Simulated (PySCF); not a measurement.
PySCF 2.14 output of an unrestricted MN15 calculation on a single atom or ion in def2-TZVP with the def2 core potential (60 electrons), with scalar relativity through the core potential:

```
SCF conv_tol = 1e-09
number electrons alpha = 10  beta = 10
    H. S. Yu, X. He, S. L. Li, and D. G. Truhlar.,  Chem. Sci. 7, 5032-5051 (2016)
    H. S. Yu, X. He, S. L. Li, and D. G. Truhlar.,  Chem. Sci. 7, 5032-5051 (2016)
cycle= 1 E= -191.69883316804  delta_E= -0.0161  |g|= 0.0678  |ddm|= 0.662
cycle= 2 E= -191.69980069344  delta_E= -0.000968  |g|= 0.0411  |ddm|= 0.221
cycle= 3 E= -191.700261492461  delta_E= -0.000461  |g|= 0.000939  |ddm|= 0.0544
cycle= 4 E= -191.70026252156  delta_E= -1.03e-06  |g|= 4.23e-05  |ddm|= 0.00832
cycle= 5 E= -191.700262523522  delta_E= -1.96e-09  |g|= 3.02e-06  |ddm|= 0.00041
cycle= 6 E= -191.700262523525  delta_E= -2.59e-12  |g|= 5.37e-08  |ddm|= 7.66e-06
converged SCF energy = -191.700262523525  <S^2> = -2.4868996e-14  2S+1 = 1
```

The run itself started from symmetry-adapted Hartree-Fock orbitals and held the occupation by maximum overlap, on a logarithmic radial grid, so the iterations belong to that start.

Task: Which element, charge and spin multiplicity is this?

Result: Pb²⁺ (lead, charge +2), multiplicity 1; the state was [Xe] 4f14 5d10 6s2, closed-shell 1S.

Energies and moments cover only the electrons outside the core potential. Spin-orbit coupling, which splits the p, d and f shells strongly at this Z, is absent.
